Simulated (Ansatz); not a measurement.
`C=C[SiH2]S` + HCl → `C=C[SiH2]Cl` + H₂S at 298.15 K and 1 bar (ligand exchange at the Si–S bond).

Calculated with Ansatz (gas phase, PBE0-D4/def2-TZVP geometries, no zero-point term in ΔE). CBS: MP2 limit from def2 TZ/QZ plus the TZ coupled-cluster correction, frozen cores. This one scheme is used for every species. One conformer a species, not always the lowest.

```
      species  CCSD(T)/CBS energy (Eh)  H − E (kJ/mol)  S (J/(mol·K))
 `C=C[SiH2]S`               -766.57455           201.1          330.2
          HCl               -460.38127            26.6          186.8
`C=C[SiH2]Cl`               -827.99751           178.3          319.8
          H₂S               -398.97279            49.9          205.7
```

H − E and S are ideal-gas, rigid-rotor, harmonic terms from PBE0-D4/def2-TZVP, for one conformer and one mirror image of each species. 1 Eh = 2625.50 kJ/mol, R = 8.31446 J/(mol·K).

Question: By hand: ΔE, ΔH, ΔS and ΔG.

Answer: ΔE = (-827.99751) + (-398.97279) − (-766.57455) − (-460.38127) = -0.01448 Eh = -38.0 kJ/mol. Δ(H − E) = 178.3 + 49.9 − 201.1 − 26.6 = 0.5, so ΔH = -37.5 kJ/mol. ΔS = 319.8 + 205.7 − 330.2 − 186.8 = 8.5 J/(mol·K). ΔG = -37.5 − 298.15 × (8.5)/1000 = -40.0 kJ/mol.

Question: By hand: the equilibrium constant, and the temperature at which ΔG would vanish if ΔH and ΔS stayed fixed.

Answer: log₁₀ K = −ΔG/(RT ln 10) = 7.0. ΔH and −TΔS have one sign here, so there is no such temperature.

The number of gas molecules stays the same, so ΔS is small and ΔH decides. A doubt of 5 kJ/mol in ΔE shifts log₁₀ K by 0.9 here. Other conformers and mirror images would add mixing entropy, several J/(mol·K) or more a flexible species. These are equilibria of isolated gas molecules and say nothing of rates. Largest T1 diagnostic: 0.011 (customary marks: 0.02 for closed shells, 0.045 for open ones).

ΔS is within the doubt of such terms, so its sign, and with it that verdict, could turn.
